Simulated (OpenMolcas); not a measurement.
Pt2+ with 6 ligands (fluoride) in octahedral coordination (Oh). A charge of +0.667 e stands 2.4 Å behind each ligand. Ligand basis ANO-RCC-VDZP.

```
Program             : OpenMolcas 26.06
Method              : SS-CASPT2, IPEA 0.25 Eh, imaginary shift 0.1 Eh (closed shells correlated: 5s 5p and the ligand valence shells)
Basis               : ANO-RCC-VTZP [8s7p5d3f1g]
Scalar Hamiltonian  : DKH2, point nucleus
Active space        : 8 electrons in 5 orbitals (5d)
State averaging     : 2S+1 = 3 even, 10 roots; 2S+1 = 1 even, 15 roots
Spin-orbit coupling : state interaction with AMFI integrals over the reference wave functions
```

All ligands move together. At R = 2.11 Å the first state of the same spin is 17170 cm-1, and at R = 2.2 Å it is 13790 cm-1.

Problem. A third run gives 19890 cm-1. What distance was it run at?

Solution. With a power law R^-n the two known points give n = -ln(13790 / 17170) / ln(2.2 / 2.11) = 5.25. Then R = 2.11 × (17170 / 19890)^(1/5.25) = 2.052 Å. The run was at 2.05 Å, so the estimate is off by +0.002 Å.

Roots that are degenerate in the reference are averaged as groups; the widest CASPT2 spread within a group is 140 cm-1 (the 3-fold group of multiplicity 3 near 29700 cm-1 above the lowest state of its run, R = 2.2). Shifts and gaps below about the spread of the groups concerned are not significant. Over all roots computed the reference weight is 0.69 in R = 2.05, 0.69 in R = 2.11, 0.69 in R = 2.2; a low but even weight reflects the number of correlated electrons. Real 4d8 and 5d8 ions are as a rule square planar and diamagnetic. Ligand-to-metal charge-transfer states are missing. With no ligand orbital active B as a rule stays too high, so bands that hang on it stand too high and its fall with covalency is understated. With one d shell and no ligand orbital active, 10Dq can be off by a tenth or more. No measured value stands beside these numbers; the geometry is a model, was not optimised and need not be the one that this ion takes.
